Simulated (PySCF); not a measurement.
Gas-phase reaction: InHCl2 ⇌ InCl2 + H

Computed with PySCF and rigid-rotor harmonic-oscillator thermochemistry at 1 bar. † marks an energy on the PBE0/def2-TZVP geometry and frequencies; other levels use their own. CCSD(T) freezes the core. Open shells (unrestricted): InCl2 (multiplicity 2), H (multiplicity 2); the rest are closed-shell singlets. B3LYP is the form with VWN-RPA correlation. In: scalar-relativistic def2 core potential, no spin-orbit coupling. InHCl2, InCl2: computed as isolated molecules; such fragments, hydroxides, amides, oligomers or adducts are transient or little studied in the gas. CCSD(T) isn't extrapolated to the basis-set limit; its ΔH°(298 K) is 272.1 kJ in def2-SVP and 284.5 kJ in def2-TZVPP. The harmonic model lacks anharmonicity and excited electronic states, which grow with temperature; levels with a mode under 35 cm⁻¹ are left out. Soft modes under 120 cm⁻¹ make the harmonic entropy rough for InHCl2, InCl2.

```tsv
level	ΔE electronic, kJ	ΔH°(298 K), kJ	ΔS°(298 K), J/K	ΔG°(600 K), kJ
B3LYP/def2-TZVP†	279	267	115	196
CCSD(T)/def2-SVP†	284	272	115	202
M06-2X/def2-TZVP†	279	267	115	196
PBE/def2-SVP	265	254	116	183
PBE0/def2-QZVP†	279	267	115	197
PBE0/def2-SVP†	274	262	115	192
PBE0/def2-TZVP	278	266	115	196
LDA/def2-TZVP†	313	301	115	231
```
ΔH° is lowest at PBE/def2-SVP and highest at LDA/def2-TZVP†. No reference value is set beside these.
